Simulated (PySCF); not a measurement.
Numbering as in the mapped SMILES `[CH3:1][C:2]1=[N:3][N:4]([CH:5]2[CH2:6][CH2:7]2)[CH2:8][C@@H:9]1[F:10]`; H(Xn) means a hydrogen on atom n. Ha(C8) is cis to F10 on the ring; Ha(C6), Ha(C7) are cis to N4 on the ring; Hb(C8) is trans to F10 on the ring; Hb(C6), Hb(C7) are trans to N4 on the ring.

Theory: coordinates at the GFN2-xTB level, σ from GIAO-PBE0/pcSseg-1, in PySCF (one computed conformer, no relativistic terms, no solvent model, averaged over atoms made equivalent by symmetry, fast rotation or ring inversion).

Referencing at the same level of theory: ¹³C (186.93 ppm) vs TMS.

**Question.** Do the ¹³C shifts follow the atomic charges (in e)? Tabulate both.

**Answer.** 
```tsv
atoms	hybridisation	δ (ppm)	σ para (ppm)	Hirshfeld	IAO	Mulliken	ESP-fitted
C2	sp2	143.5	-217	+0.03	+0.07	-0.04	+0.43
C9	sp3	100.5	-166	+0.06	+0.14	+0.11	+0.36
C8	sp3	61.1	-121	-0.04	-0.20	+0.10	-0.24
C5	sp3	35.8	-90	-0.00	-0.04	-0.03	-0.01
C1	sp3	15.0	-75	-0.12	-0.44	-0.16	-0.55
C7	sp3	10.2	-79	-0.09	-0.30	-0.19	-0.37
C6	sp3	8.7	-74	-0.09	-0.28	-0.17	-0.25
```

Correlation coefficients of δ with charge over these carbons: Hirshfeld +0.86, IAO +0.83, Mulliken +0.65, ESP-fitted +0.89; with the paramagnetic shielding -1.00. Among the 6 sp3 carbons alone: Hirshfeld +0.90, IAO +0.84, Mulliken +0.93, ESP-fitted +0.83. With so few points, grouped by hybridisation, these coefficients are fragile. Charge is one influence among several: hybridisation and low-lying excitations act through the paramagnetic term.

Shifts are as computed. Against solution values, carbons near 30 ppm lie about +3 ppm off and those near 130 ppm about +5 ppm. Of 1211 compounds with measured shifts, 218 miss one by over three times the rms of a fit or turn the order of signals round; such compounds aren't used in these exercises.
